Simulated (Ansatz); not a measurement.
Hg2S2, relaxed as a quintet with UKS r2SCAN-D4/def2-SVP in Ansatz, starting from the r2SCAN-D4/def2-SVP geometry of the neutral singlet. Force threshold 0.02 eV/Å.

In the def2 sets Hg takes a core potential; there is no spin–orbit coupling. At r2SCAN-D4/def2-SVP a singlet of charge 0 lies 1.45 eV below the quintet, each at its own geometry. The structure comes from a short search, and lower isomers may exist.

Start:

Cartesian coordinates in Å:
```
Hg 0.984 0.358 0.994
Hg -0.984 -0.358 -0.994
S 0.057 -1.965 0.651
S -0.057 1.965 -0.651
```

```tsv
step	energy (eV)	largest force component (eV/Å)	SCF passes
1	-30016.6159	2.005	60
2	-30017.2122	0.601	111
3	-30017.3706	0.177	56
4	-30017.4382	0.075	51
5	-30017.4437	0.049	48
6	-30017.4474	0.007	46
```

Force components are those of the run's own axes.

End:

Cartesian coordinates in Å:
```
Hg 1.391 0.505 1.405
Hg -1.391 -0.505 -1.405
S 0.048 -1.683 0.558
S -0.049 1.683 -0.558
```

By distances, no bond broke or formed, bridged metal pairs apart. The bond that changes most is Hg1–S4, from 2.52 to 2.70 Å (atoms count from 1). Metal–metal contacts that move far: Hg1–Hg2 2.89 to 4.08 Å.

No frequencies were taken in this run, so the end may be a saddle point.

Run time 61 s (4 threads of Arm Neoverse V2 on a shared host).
